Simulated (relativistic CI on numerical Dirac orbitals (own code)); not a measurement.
## Ti4+ in a cubic cluster: L2,3 absorption with charge transfer

Computed with a charge-transfer multiplet model of a cubic metal-ligand cluster with up to 2 ligand holes, Slater and spin-orbit integrals from Dirac-Coulomb-Breit ions, Slater integrals scaled by 0.8. The parameters are those of a tetrahedral site (10Dq negative, t2 hopping the larger). The ground state mixes d0 with configurations of k ligand holes L, whose averages lie at kΔ + k(k − 1)U_dd/2; a core hole lowers each added d electron by U_cd. 300 K, Lorentzian 0.4 eV and Gaussian 0.3 eV FWHM.

Atomic integrals in eV (Slater integrals scaled, ζ unscaled), ground: F2dd 6.578, F4dd 4.090, zeta_d 0.013; with the core hole: F2dd 6.578, F4dd 4.090, zeta_d 0.032, zeta_core 3.741, F2cd 5.066, G1cd 3.785, G3cd 2.149. Where a configuration has fewer than two d electrons, the dd integrals are those of d2.

Cluster parameters (eV): Δ = 1.6, U_dd = 5.4, 10Dq = -0.2, 10Dq(ligand) = 0, V(eg) = 1.02, V(t2g) = -1.74, final-state hopping factor = 1.

```csv
Case,n_d,d0,d1L,d2L2,S
U_cd = 5.5 eV,0.71,0.39,0.50,0.10,0.00
U_cd = 6.1 eV,0.71,0.39,0.50,0.10,0.00
U_cd = 6.7 eV,0.71,0.39,0.50,0.10,0.00
```

Weights, n_d and S are thermal averages at 300 K. Photon energies count from the first peak over 30 % of the highest in each spectrum, which can be another peak from case to case. The parameters are a model scan and need not match a compound or its usual spin state. Peaks in eV (height, largest 100):
- U_cd = 5.5 eV: 0.0 (72), 2.8 (8), 3.4 (10), 5.7 (100)
- U_cd = 6.1 eV: 0.0 (65), 2.0 (6), 2.6 (7), 3.2 (9), 5.7 (100), 8.5 (5)
- U_cd = 6.7 eV: 0.0 (62), 1.7 (7), 2.4 (8), 3.0 (9), 5.7 (100), 8.4 (6)

Curve for U_cd = 6.1 eV (points under 2 left out, the grid thinned):

```json
{"E (eV)": "-1.6", "Intensity": "2.2"}
{"E (eV)": "-1.4", "Intensity": "2.6"}
{"E (eV)": "-1.1", "Intensity": "3.2"}
{"E (eV)": "-0.9", "Intensity": "4.3"}
{"E (eV)": "-0.6", "Intensity": "8.8"}
{"E (eV)": "-0.4", "Intensity": "17.9"}
{"E (eV)": "-0.2", "Intensity": "40.5"}
{"E (eV)": "0.1", "Intensity": "62.8"}
{"E (eV)": "0.3", "Intensity": "35.8"}
{"E (eV)": "0.6", "Intensity": "12.6"}
{"E (eV)": "0.8", "Intensity": "8.0"}
{"E (eV)": "1.0", "Intensity": "5.8"}
{"E (eV)": "1.3", "Intensity": "5.2"}
{"E (eV)": "1.5", "Intensity": "5.5"}
{"E (eV)": "1.8", "Intensity": "6.3"}
{"E (eV)": "2.0", "Intensity": "6.5"}
{"E (eV)": "2.3", "Intensity": "6.7"}
{"E (eV)": "2.5", "Intensity": "7.3"}
{"E (eV)": "2.7", "Intensity": "7.4"}
{"E (eV)": "3.0", "Intensity": "7.8"}
{"E (eV)": "3.2", "Intensity": "8.9"}
{"E (eV)": "3.5", "Intensity": "7.3"}
{"E (eV)": "3.7", "Intensity": "6.1"}
{"E (eV)": "3.9", "Intensity": "6.0"}
{"E (eV)": "4.2", "Intensity": "7.4"}
{"E (eV)": "4.4", "Intensity": "8.5"}
{"E (eV)": "4.7", "Intensity": "14.0"}
{"E (eV)": "4.9", "Intensity": "19.4"}
{"E (eV)": "5.1", "Intensity": "26.3"}
{"E (eV)": "5.4", "Intensity": "54.0"}
{"E (eV)": "5.6", "Intensity": "89.9"}
{"E (eV)": "5.9", "Intensity": "74.1"}
{"E (eV)": "6.1", "Intensity": "34.7"}
{"E (eV)": "6.4", "Intensity": "12.4"}
{"E (eV)": "6.6", "Intensity": "7.6"}
{"E (eV)": "6.8", "Intensity": "5.4"}
{"E (eV)": "7.1", "Intensity": "3.8"}
{"E (eV)": "7.3", "Intensity": "3.4"}
{"E (eV)": "7.6", "Intensity": "3.0"}
{"E (eV)": "7.8", "Intensity": "3.0"}
{"E (eV)": "8.0", "Intensity": "3.4"}
{"E (eV)": "8.3", "Intensity": "4.9"}
{"E (eV)": "8.5", "Intensity": "5.4"}
{"E (eV)": "8.8", "Intensity": "3.2"}
{"E (eV)": "9.0", "Intensity": "2.0"}
```

A d0 ion has no d-d gap: its lowest excitations are ligand-to-metal charge transfer. With the core hole the configuration with one ligand hole lies at Δ + U_dd − U_cd = 1.5, 0.9, 0.3 eV from the one without, in the order of the table; where this is negative the screened configuration lies lower, though the effective hopping of about 4.5 eV (from the holes of the mixed ground state) mixes the two strongly wherever it is as large as the gap.

With at most 2 ligand holes the space is cut while the next configuration still counts, so covalency is underestimated, and a final configuration with one more ligand hole, which can lie low, is missing from the spectra.
